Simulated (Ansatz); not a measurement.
## Ansatz (development build ahead of 0.2.0) run

```yaml
crystal:
  periodic: [false, false, false]
  atoms:
    - { symbol: Cl, position_ang: [0.0, 0.0, -2.45861] }
    - { symbol: Cd, position_ang: [0.0, 0.0, 0.0] }
    - { symbol: Cl, position_ang: [0.0, 0.0, 2.45861] }
basis:
  gaussian: { orbitals: def2-TZVP }
hamiltonian:
  xc: hf
correlation:
  method: mp2
  frozen_orbitals: { Cd: 0, Cl: 5 }
```

The input is written out in the form of the current development build from the run's settings. The basis set brings a core potential for Cd, so the total leaves out those core electrons.

Output:

| Item | Value |
| --- | --- |
| Converged | yes |
| Reference energy | -1085.98999 hartree |
| Correlation energy | -0.85632 hartree |
| Total energy | -1086.84631 hartree |
| Spin squared of the determinant | 0.000 |
